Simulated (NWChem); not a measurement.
Molecule: C$_{2}$H$_{3}$FOSi; SMILES FC1=CO[SiH2]1

Results from NWChem. Pople sets run with spherical d functions. All runs use the structure optimised with PBE0/def2-SVP. Level: PBE/6-31G* with SMD, gas-phase geometry; reactions with the solvents are ignored. One conformer.

| SMD term (kcal/mol) | water | chloroform |
|---|---|---|
| distortion of the solute's density | 0.52 | 0.18 |
| polarisation | -4.09 | -2.31 |
| cavity, dispersion and structure | 3.99 | 0.61 |

Task: Sum the solvation free energies, find the transfer free energy from water to chloroform and the partition coefficient at 298.15 K.

Result: 
1. ΔG(solv, water) = 0.42 kcal/mol and ΔG(solv, chloroform) = -1.52 kcal/mol (1 M gas to 1 M solution).
2. Transfer: -1.52 − (0.42) = -1.94 kcal/mol.
3. log₁₀ K(chloroform/water) = −ΔG/(RT ln 10) = 1.94/1.364 = 1.4, so the model puts more of the solute in chloroform.
4. Of the transfer energy, 1.44 kcal/mol is electrostatic and -3.38 comes from the non-electrostatic term. The two phases are taken as the pure solvents.
